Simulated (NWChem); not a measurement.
Species: C3H3Cl2F; SMILES ClC1(Cl)C[C@H]1F

Program: NWChem. B3LYP is NWChem's, with the RPA form of VWN correlation. Each level has its own optimisation; frequencies are unscaled. Brackets give each atom's bonded neighbours.

For level B3LYP/3-21G:

```
Property                           Value
---------------------------------  -----
highest harmonic frequency (cm⁻¹)   3276
dipole (D)                          2.60
```

Task: Estimate the same quantities for level PBE-D3(BJ)/def2-SVP.

Result: 
* **highest harmonic frequency (cm⁻¹)**: 3178
* **dipole (D)**: 1.80
